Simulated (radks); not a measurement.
The numbers below are computed, except where a source is named.
All-electron atom: Re in [Xe] 4f13.5 5d5 6s2 6p0.5 (fractional occupations, a model configuration).

Level of theory: scalar-relativistic Kohn-Sham, r2SCAN, spin-polarised, spherical densities, finite nucleus; open shells are filled with parallel spins first (spin-orbit coupling, left out, can overturn this in heavy ions); meta-GGA in the generalised Kohn-Sham scheme; Fermi nuclear charge, rms radius 5.3698 fm (a radial shooting solver on a logarithmic mesh with Libxc functionals).

Energy parts (hartree):
| part | energy |
|---|---|
| total | -16690.6235 |
| kinetic | 18438.9079 |
| electron-nucleus | -41294.8628 |
| Hartree | 6496.0388 |
| exchange-correlation | -330.7074 |

Orbitals (lengths in bohr, moments of r in powers of bohr; r(max) is where P^2 peaks):
orbital  occ.  eigenvalue (hartree)   r(max)   <1/r>       <r^4>
1s up       1             -2636.313  0.01124   88.72   5.465e-07
1s down     1             -2636.313  0.01124   88.72   5.465e-07
2s up       1             -458.2963  0.06450   20.78  0.00008174
2s down     1             -458.2811  0.06450   20.78  0.00008174
2p up       3             -399.9175  0.05303   18.75  0.00006464
2p down     3             -399.9057  0.05303   18.75  0.00006464
3s up       1             -106.7166   0.1818   7.707    0.002984
3s down     1             -106.6998   0.1818   7.707    0.002983
3p up       3             -89.42276   0.1802   7.094    0.003229
3p down     3             -89.40462   0.1802   7.094    0.003227
3d up       5             -69.77277   0.1470   6.688    0.002501
3d down     5             -69.75237   0.1470   6.688    0.002499
4s up       1             -22.71257   0.4125   3.274     0.06916
4s down     1             -22.67323   0.4126   3.272     0.06923
4p up       3             -17.00678   0.4326   2.975     0.09192
4p down     3             -16.96979   0.4327   2.974     0.09195
4d up       5              -9.81145   0.4429   2.653      0.1332
4d down     5              -9.77275   0.4430   2.652      0.1328
4f up       7              -1.83692   0.4164   2.179      0.3779
4f down   6.5              -1.78893   0.4164   2.187      0.3573
5s up       1              -3.39485   0.9363   1.292       2.136
5s down     1              -3.28642   0.9317   1.308       2.030
5p up       3              -1.95845    1.056   1.094       4.105
5p down     3              -1.81833    1.046   1.113       3.877
5d up       5              -0.33878    1.384  0.7344       27.45
5d down     0              -0.17512    1.360  0.7079       46.89
6s up       1              -0.29547    2.439  0.4471       138.2
6s down     1              -0.21086    2.654  0.3902       224.9
6p up     0.5              -0.07810    3.293  0.3072       736.9
6p down     0              -0.03968    3.614  0.2861       731.8

The highest occupied level is 6p up at -2.125 eV. The configuration is held as typed, so some empty levels lie below it. Summed over all electrons, <r^2> = 73.27 bohr^2, which gives a Langevin (diamagnetic) susceptibility term of -58 x 10^-6 cm^3/mol.
